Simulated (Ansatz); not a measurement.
Isolated molecules relaxed with PBE0-D4/def2-TZVP in Ansatz; ΔE leaves out vibrations. CCSD(T)/CBS is the MP2 limit (def2-TZVPP, def2-QZVPP) plus CCSD(T) − MP2 in def2-TZVPP, frozen cores. This one scheme is used for every species, atoms too. DFT in def2-TZVPP. Open shells (•) are unrestricted, without spin–orbit coupling. Spin–orbit coupling would lower the free atoms: a little for C, Si.

Reaction (atomization): `C[C@H]1[SiH2][C@@H]1C#N` → 4 C• + 7 H• + N• + Si•

`C[C@H]1[SiH2][C@@H]1C#N`:

Cartesian coordinates in Å:
```
C 1.045 0.813 1.160
C 0.037 0.595 0.062
Si 0.388 -0.310 -1.508
C -0.627 -0.809 -0.016
C -2.048 -0.878 -0.076
N -3.199 -0.908 -0.146
H 0.555 0.872 2.137
H 1.774 -0.001 1.203
H 1.598 1.740 1.001
H -0.697 1.393 -0.036
H 1.685 -0.996 -1.670
H -0.330 0.046 -2.746
H -0.180 -1.557 0.634
```

```tsv
level	ΔE (eV)	difference from CCSD(T)/CBS
BLYP-D4	54.77	0.23
B97M-V	54.84	0.30
B2PLYP	54.21	-0.33
PBE	55.92	1.38
BLYP	54.11	-0.43
r2SCANh	54.34	-0.20
HF/def2-SVP	39.81	-14.73
CCSD(T)/def2-SVP	52.00	-2.54
MP2/def2-QZVPP	55.10	0.56
HF/CBS(def2)	39.40	-15.14
CCSD(T)/CBS	54.54	0
```

Largest T1 diagnostic among the species: 0.013.

At CCSD(T), def2-SVP lies −2.54 eV from the extrapolated value and def2-TZVPP −1.38 eV: correlation converges slowly with the basis, and small sets miss more of it in the bonded molecule than in its fragments. From r2SCAN to r2SCAN0 (25 % exact exchange), in def2-TZVPP and without D4, ΔE moves by −0.89 eV: exact exchange takes away binding that semilocal exchange gives to molecules. The D4 term adds +0.48 eV with B3LYP and +0.25 eV with PBE0; it sums over pairs of atoms, weighted by their polarisabilities, and B3LYP, whose exchange is more repulsive, gets the larger term.

B3LYP here is the variant with VWN-RPA as its local correlation; programs differ in this.

For atomizations the MP2-based limit and the directly extrapolated one differ by several kJ/mol either way, and by 10 to 25 for some Ge, Se and Sn compounds, so smaller differences from it don't rank the levels.
